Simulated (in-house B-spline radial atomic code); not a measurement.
# Sc7+: [Ne] 3s2 3p1 4s1 (an excited or competing configuration)

Level of theory: Dirac-Hartree-Fock, average of configuration, Fermi nucleus of rms radius 3.5459 fm; calculated with a radial B-spline atomic code at the basis-set limit.

Screening seen three ways: the hydrogenic charge with the same mean radius, Z_r = [3n² - l(l+1)]/(2<r>), the one with the same energy, Z_e = n√(-2ε), and Slater's rules. Values are occupation-weighted means over j.

| shell | electrons | ε (eV) | <r> (bohr) | Z_r | Z_e | Slater |
| --- | --- | --- | --- | --- | --- | --- |
| 1s | 2 | -4698.4 | 0.07294 | 20.56 | 18.58 | 20.70 |
| 2s | 2 | -673.12 | 0.3378 | 17.76 | 14.07 | 16.85 |
| 2p | 6 | -575.73 | 0.3042 | 16.44 | 13.01 | 16.85 |
| 3s | 2 | -186.48 | 0.9547 | 14.14 | 11.11 | 11.50 |
| 3p | 1 | -164.9 | 0.976 | 12.81 | 10.44 | 11.50 |
| 4s | 1 | -82.318 | 2.018 | 11.89 | 9.84 | 8.45 |

The least bound orbital is 4s1/2 at -82.32 eV, and it is also the most diffuse (<r> = 2.018 bohr).

Spin-orbit splittings of the orbital energies (j = l + 1/2 above j = l - 1/2 when positive): 2p 4.822 eV, 3p 0.7394 eV.

For the 1s electron the small component carries 0.565 % of the norm, the zero-frequency Breit interaction raises the level by 4.19 eV, self-energy by 1.976 eV, and vacuum polarisation lowers it by 0.1498 eV.
